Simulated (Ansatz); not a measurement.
Calculated with Ansatz (gas phase, PBE0-D4/def2-TZVP geometries, no zero-point term in ΔE). CCSD(T)/CBS adds triple-zeta CCSD(T) − MP2 to the extrapolated MP2 energy (def2 sets, frozen cores). DFT in def2-TZVPP. Elements past krypton have def2 core potentials. For W outer-core shells are correlated without core-valence functions, which leaves a few kJ/mol of doubt a bond. Each species was taken in one conformer, which may not be the lowest.

Consider the redistribution: `O[SiH2]CS` + `[O]=[W](=[O])([F])[F]` → `F[SiH2]CS` + `[O]=[W](=[O])([OH])[F]`.

CCSD(T)/CBS gives -24.5 kJ/mol.

Q: Another level gave -21.2 kJ/mol. Which?
A. PBE/def2-TZVPP
B. HF/def2-TZVPP
C. BHLYP-D4/def2-TZVPP
D. PBE-QIDH/def2-TZVPP

A: D. PBE-QIDH -21.2, HF/def2-TZVPP -29.6, PBE -16.5, BHLYP-D4 -25.4 kJ/mol.

Largest T1 diagnostic among the species: 0.023, so the coupled-cluster value is less sure than usual.

In def2-TZVPP, CCSD(T) changes the Hartree–Fock value by +6.7 kJ/mol (the triples alone add +1.9 kJ/mol) and MP2 by +8.0 kJ/mol. Leaving LDA and LC-ωPBE aside and taking each functional with its dispersion term where it has one, the values, not all of them listed here, spread over 11.9 kJ/mol, from BHLYP-D4 to revPBE-D4.
